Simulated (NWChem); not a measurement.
Isomers of Si$_{2}$NH$_{7}$O, each optimised at B3LYP/6-31G* with NWChem, gas phase unless a solvent is named. Flexible species stand in one conformer each, which need not be the lowest. Pople sets run with spherical d functions. Relative energies count from the lowest isomer at each level and are electronic, without zero-point energy, on those geometries.

A: [SiH3]O[SiH2]N
B: N[Si@H](O)[SiH3]
C: N[SiH2][SiH2]O

Which isomer is lowest, and do the levels agree? Levels: B3LYP/6-31G*; PBE/def2-TZVP; B3LYP/def2-TZVP; PW6B95/def2-TZVP; PBE0/def2-TZVP; BLYP/def2-TZVP; CAM-B3LYP/def2-TZVP.

All put A lowest.
```tsv
quantity	A	B	C
relative energy, B3LYP/6-31G* (kcal/mol)	0.0	27.2	34.7
relative energy, PBE/def2-TZVP (kcal/mol)	0.0	21.7	28.7
relative energy, B3LYP/def2-TZVP (kcal/mol)	0.0	28.6	35.4
relative energy, PW6B95/def2-TZVP (kcal/mol)	0.0	27.5	34.7
relative energy, PBE0/def2-TZVP (kcal/mol)	0.0	24.0	31.2
relative energy, BLYP/def2-TZVP (kcal/mol)	0.0	27.0	33.6
relative energy, CAM-B3LYP/def2-TZVP (kcal/mol)	0.0	30.1	37.4
```
